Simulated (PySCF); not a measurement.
Zn(Me)(OSiH3) (CH₆OSiZn), SMILES [CH3][Zn][O][SiH3]. Atoms are numbered in the order given.

```xyz
10

Zn    -0.4178     0.3252     0.6129
C     -1.6955     1.3592     1.6094
H     -2.1241     0.7567     2.4354
H     -2.5264     1.6922     0.9558
H     -1.2163     2.2580     2.0466
O      0.8114    -0.6751    -0.2169
Si     1.2705    -0.9928    -1.7758
H      0.1561    -1.6104    -2.5937
H      2.4263    -1.9591    -1.7778
H      1.7134     0.2522    -2.5149
```
Charge 0, spin multiplicity 1.

Geometry optimised at PBE-D3(BJ)/def2-SVP. The structure was generated by enumeration; whether it is a known compound was not checked. One conformer was computed; it need not be the lowest.

Two levels are set side by side: PBE/pcSseg-1 (PySCF) and B3LYP/pcSseg-1 (PySCF). GIAO shifts against H2O (¹⁷O), TMS (²⁹Si), TMS (¹H), TMS (¹³C) at the same level; non-relativistic, no solvent, atoms listed together averaged. Differences are taken from unrounded values.

```tsv
quantity	B3LYP	PBE	PBE minus B3LYP
δ(¹³C) of C2 (ppm)	-16.0	-14.3	1.7
δ(¹H) of H3, H4, H5 (ppm)	0.43	0.47	0.04
δ(¹⁷O) of O6 (ppm)	28.4	39.1	10.7
δ(²⁹Si) of Si7 (ppm)	-44.9	-39.6	5.3
```

Rough cost on one machine, each run with all the roots and properties that it gave: B3LYP against PBE within a factor of 2.
